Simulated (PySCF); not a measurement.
```xyz
4
charge 0 multiplicity 1, angstrom
P     0.0000    0.0000   -0.9738
I     2.2447    0.0000    0.0792
I    -1.1223    1.9440    0.0792
I    -1.1223   -1.9440    0.0792
```

Level of theory: PBE in PySCF with P def2-TZVP, I def2-TZVP with ECP28; scalar-relativistic core potentials, no spin–orbit coupling; density-fitted integrals.

This geometry of PI3 is a stationary point at this level.

(1) What is the point group?

(2) Is it a minimum?

(3) List the harmonic modes with their infrared intensities.

(4) What are the dipole moment and the gap between the highest occupied and lowest empty levels?

(5) Give the atomic charges and bond orders.

Answers

(1) C3v.

(2) Yes: all harmonic wavenumbers are real.

(3) 
```csv
symmetry,ω (cm⁻¹),"IR (km/mol, summed over degenerate members)"
e,71,0.2
a1,104,0.1
a1,303,1.5
e,319,158
```

(4) 0.01 D and 2.64 eV.

(5) 
```tsv
atom	Mulliken	Löwdin	polar tensor	Mayer order to P1
P1	0.07	-0.13	1.03	–
I2,3,4	-0.02	0.04	-0.34	1.14
```
